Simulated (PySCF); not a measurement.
## MF anions for M along the fifth-period p block

CCSD(T) with double-zeta basis sets in PySCF, for the lowest determinant that a PBE0 search found; no spin–orbit coupling. De refers to high-spin ground-configuration atoms (the charge goes to the atom of lower measured ionisation energy or higher electron affinity, which is not always the lowest computed limit).

| M | basis | reference, frozen orbitals | charged atom | state (unpaired electrons) | Re (Å) | ωe (cm⁻¹) | De (eV) |
| --- | --- | --- | --- | --- | --- | --- | --- |
| In | aug-cc-pVDZ-PP/aug-cc-pVDZ | UHF, 5 | F− | doublet (π ↑) | 2.084 | 425 | 2.31 |
| Sn | def2-SVPD | UHF, 5 | F− | triplet (π ↑↑) | 2.103 | 427 | 2.52 |
| Te | aug-cc-pVDZ-PP/aug-cc-pVDZ | RHF, 5 | F− | singlet (closed shell) | 2.035 | 502 | 2.29 |
| I | aug-cc-pVDZ-PP/aug-cc-pVDZ | UHF, 5 | F− | doublet (σ ↑) | 2.348 | 301 | 1.57 |

The shortest bond is that of TeF⁻ (2.035 Å), the longest that of IF⁻ (2.348 Å).

The rows differ in basis set, which adds steps of its own.

The state changes along the series, so neighbouring rows are not always alike in their bonding.

Correlated steps freeze 5 core orbitals. Correlated levels converge slowly with the basis: in double zeta they bind strong bonds too weakly, by up to about 1 eV, and carry superposition errors of some tenths. Spin–orbit coupling is left out, which matters for elements this heavy, above all for dissociation energies. For an ion De counts to the pair picked by the measured ionisation energies or electron affinities, which need not be the lowest pair at this level. Where the molecule has an RHF reference, its open-shell atoms are computed with UHF. States were picked by a PBE0 search and need not be the measured ground states.
